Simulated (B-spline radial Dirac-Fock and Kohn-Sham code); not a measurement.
## Au²⁺ 4s: cross section and angular parameters

System: the Au²⁺ ion, 1s2 2s2 2p6 3s2 3p6 3d10 4s2 4p6 4d10 4f14 5s2 5p6 5d9; threshold 770.8 eV (orbital energy of the model). Method: Dirac-Hartree-Slater photoionisation with a Latter tail; cross sections with all multipoles, angular parameters from the dipole term and its interference with E2. Computed with an atomic code on a B-spline grid.

For linearly polarised light dσ/dΩ = σ/(4π) [1 + β P₂(cos θ) + (δ + γ cos²θ) sin θ cos φ], with θ from the polarisation vector and φ the angle between the beam and the projection of the electron momentum on the plane normal to the polarisation.

```
hν (eV)  σ (kb)      β       γ
    940    43.6  1.754   0.721
   1430    27.6  1.840   0.678
 1486.9    26.2  1.845   0.667
   1880    19.1  1.869   0.581
   2580    12.1  1.893   0.431
 2984.4       ?      ?       ?
   4290    5.27  1.915   0.135
   5080    3.94  1.921   0.039
   6000    2.92  1.925  -0.045
   6680    2.40  1.928  -0.090
   7600    1.89  1.930  -0.134
 8047.8    1.70  1.931  -0.149
   9420    1.27  1.934  -0.173
  10600    1.01  1.935  -0.172
  12500   0.731  1.937  -0.138
```

Q: Give the values at Ag Lα (2984.4 eV).

A: σ = 9.58 kb, β = 1.900, γ = 0.349. For an s subshell δ is negligible.
